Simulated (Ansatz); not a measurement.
C₆H₃F₃, SMILES `Fc1cccc(F)c1F`, relaxed with RKS PBE0-D4/def2-TZVP in Ansatz 0.2.0 from a PBE-D4/def2-SVP geometry. The force threshold is 0.005 eV/Å; the program also tests the step.

Charge 0, multiplicity 1.

Start:

```xyz
12

F    -1.265   -2.395    0.147
C    -0.614   -1.227    0.056
C     0.597   -1.135   -0.639
C     1.251    0.104   -0.715
C     0.705    1.243   -0.105
C    -0.507    1.134    0.586
F    -1.056    2.202    1.179
C    -1.180   -0.098    0.675
F    -2.337   -0.194    1.336
H     1.005   -2.041   -1.108
H     2.203    0.183   -1.260
H     1.198    2.224   -0.151
```

Problem. How much energy does the relaxation release, and in how many steps? (An estimate is asked.)

Solution. Computed: 7.56 kJ/mol, in 3 steps.

Problem. Which bonds change most? (Estimate.)

Solution. Ansatz gave: C2–C8 from 1.406 to 1.386 Å; C6–C8 from 1.406 to 1.386 Å; C5–C6 from 1.399 to 1.380 Å; C2–C3 from 1.399 to 1.380 Å.

Problem. Give the relaxed structure. (Best estimate.)

Solution. Computed: 
```xyz
12

F    -1.250   -2.368    0.145
C    -0.605   -1.209    0.055
C     0.590   -1.122   -0.631
C     1.235    0.102   -0.706
C     0.696    1.228   -0.104
C    -0.499    1.117    0.577
F    -1.043    2.178    1.166
C    -1.163   -0.096    0.665
F    -2.311   -0.191    1.321
H     0.993   -2.013   -1.095
H     2.173    0.180   -1.242
H     1.185    2.193   -0.150
```
